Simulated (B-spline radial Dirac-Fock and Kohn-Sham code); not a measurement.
Photoionisation of manganese ions at Cr Kα (5414.7 eV)

Model: a relativistic central-field model (Hartree-Slater potential of the initial state, Latter tail, multipole expansion of the photon field, Dirac-Fock thresholds). Program: a radial B-spline solver. Cross sections in kb; a dash marks an empty subshell or a threshold above the photon energy.

```
  ion  configuration  total    2s  2p3/2   3p3/2    3d3/2    3d5/2
   Mn   [Ar] 3d5 4s2  8.758  4.03   2.39   0.294  0.00331  0.00479
 Mn²⁺       [Ar] 3d5  8.720  4.03   2.39   0.294  0.00349  0.00505
 Mn⁴⁺       [Ar] 3d3  8.785  4.03   2.39   0.318  0.00272  0.00395
 Mn⁶⁺       [Ar] 3d1  8.884  4.04   2.39   0.353  0.00110  0.00160
 Mn⁷⁺   [Ne] 3s2 3p6  8.943  4.04   2.39   0.373        –        –
Mn¹¹⁺   [Ne] 3s2 3p2  8.848  4.10   2.43   0.152        –        –
Mn¹²⁺   [Ne] 3s2 3p1  8.810  4.12   2.45  0.0801        –        –
Mn¹⁵⁺   [He] 2s2 2p6  7.971  4.16   2.49       –        –        –
Mn¹⁶⁺   [He] 2s2 2p5  7.613  4.30   2.16       –        –        –
Mn¹⁹⁺   [He] 2s2 2p2  6.298  4.77   1.00       –        –        –
Mn²⁰⁺   [He] 2s2 2p1  5.754  4.95  0.529       –        –        –
Mn²¹⁺       [He] 2s2  5.160  5.16      –       –        –        –
```

Values without a named source are computed, but for edge energies of neutral atoms, which are taken from tables.
